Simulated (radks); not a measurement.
The numbers below are computed, except where a source is named.
Spherical quantum dot in the effective-mass picture: electrons in a parabolic well V = omega^2 r^2 / 2 with omega = 2.39, with a point charge +1 (a donor) at the centre, all in effective atomic units (hartree* = m*/eps^2 hartree, bohr* = eps/m* bohr), one dielectric constant everywhere. Level of theory: non-relativistic Kohn-Sham, LDA (Slater exchange, Perdew-Wang correlation), spin-polarised, spherical densities (a radial shooting solver with Libxc functionals). Levels are named by radial order and angular momentum (1s, 1p, 1d, 2s, ...), and open shells are averaged over m. Each electron was tried in the lowest free levels, single moves between levels near the top were tried too, and the lowest total energy was kept; such a search can miss a lower state. At N = 1 the Hartree and exchange-correlation terms need not cancel, so that row can carry a self-interaction error.

\begin{tabular}{lrrrrr}
N & open shells & 2S & addition energy mu(N+1) - mu(N) (hartree*) & e(HOMO) (hartree*) & rms radius (bohr*) \\ \hline
1 & 1s(up 1, down 0) & 1 & 1.328 & 2.2457 & 0.6956 \\
2 & none & 0 & 3.645 & 3.5574 & 0.7319 \\
3 & 1p(up 1, down 0) & 1 & 0.7777 & 7.0938 & 0.8525 \\
4 & 1p(up 2, down 0) & 2 & 0.7913 & 7.8832 & 0.9165 \\
5 & 1p(up 3, down 0) & 3 & 1.009 & 8.6742 & 0.9605 \\
6 & 1p(up 3, down 1) & 2 & 0.7275 & 9.6487 & 0.9969 \\
7 & 1p(up 3, down 2) & 1 & 0.7369 & 10.384 & 1.027 \\
8 & none & 0 & 2.439 & 11.121 & 1.053 \\
9 & 2s(up 1, down 0) & 1 & 0.7473 & 13.526 & 1.095 \\
10 & none & 0 & 0.7955 & 14.270 & 1.131 \\
11 & 1d(up 1, down 0) & 1 & 0.6225 & 15.046 & 1.162 \\
12 & 1d(up 2, down 0) & 2 & 0.6200 & 15.668 & 1.189 \\
13 & 1d(up 3, down 0) & 3 & 0.6164 & 16.286 & 1.214 \\
14 & 1d(up 4, down 0) & 4 & 0.6122 & 16.901 & 1.237 \\
15 & 1d(up 5, down 0) & 5 & 0.7642 & 17.511 & 1.258 \\
16 & 1d(up 5, down 1) & 4 & 0.5864 & 18.264 & 1.278 \\
17 & 1d(up 5, down 2) & 3 & 0.5847 & 18.849 & 1.296 \\
18 & 1d(up 5, down 3) & 2 & 0.5820 & 19.433 & 1.314 \\
19 & 1d(up 5, down 4) & 1 & 0.5786 & 20.013 & 1.331 \\
20 & none & 0 & 2.203 & 20.590 & 1.347 \\
21 & 1f(up 1, down 0) & 1 & 0.5283 & 22.770 & 1.368 \\
22 & 1f(up 2, down 0) & 2 & 0.5263 & 23.297 & 1.388 \\
23 & 1f(up 3, down 0) & 3 & 0.5241 & 23.822 & 1.407 \\
24 & 1f(up 4, down 0) & 4 & 0.5216 & 24.345 & 1.424 \\
25 & 1f(up 5, down 0) & 5 & 0.5191 & 24.865 & 1.441 \\
26 & 1f(up 6, down 0) & 6 & 0.5164 & 25.383 & 1.457 \\
27 & 1f(up 7, down 0) & 7 & 0.6485 & 25.898 & 1.473 \\
28 & 1f(up 7, down 1) & 6 & 0.5021 & 26.541 & 1.488 \\
29 & 1f(up 7, down 2) & 5 & 0.5006 & 27.042 & 1.502 \\
30 & 1f(up 7, down 3) & 4 & - & 27.542 & 1.516 \\
\end{tabular}

All shells are closed at N = 2, 8, 10, 20 (there: 1s2 1p6 1d10 2s2); the second difference of the energy has clear peaks (12 % above both neighbours; the first and last values, which can be the largest, are not judged, and half-filled shells can peak too) at N = 2, 5, 8, 15, 20, 27.
